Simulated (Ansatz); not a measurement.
Diatomic CsSr, multiplicity 4 (an upper state: multiplicity 2 came lower at CCSD(T)/def2-TZVPP on PBE0 minima). No spin–orbit coupling.

Seven points along R, fitted to fifth degree in 1/R; most abundant isotopes. Runs in def2 and cc sets follow the lowest solution found near the PBE0 minimum.

The values were computed with Ansatz (a first-principles code) with Gaussian orbitals. Each number belongs to the level named beside it. In def2 rows elements past Kr take small-core potentials, without spin–orbit coupling.

Energies at wB97X-V/def2-TZVPP:

```csv
R (Å),E (hartree)
4.140251,-50.73482282
4.251548,-50.73572353
4.353941,-50.73625269
4.469690,-50.73655275
4.585439,-50.73658594
4.718996,-50.73635826
4.874812,-50.73583069
```

Problem. With a reduced mass of 52.9101 u, find the minimum, the force constant and the constants.

Solution. A fifth-degree polynomial in 1/R puts the minimum at r_e = 4.5426 Å with force constant 7.65 N/m. Then ω_e = (1/2πc)√(k/μ) = 50 cm⁻¹ and B_e = h/(8π²cμr_e²) = 0.01544 cm⁻¹; the cubic and quartic terms give α_e = 5.2e-5 and ω_e x_e = 0.22 cm⁻¹.
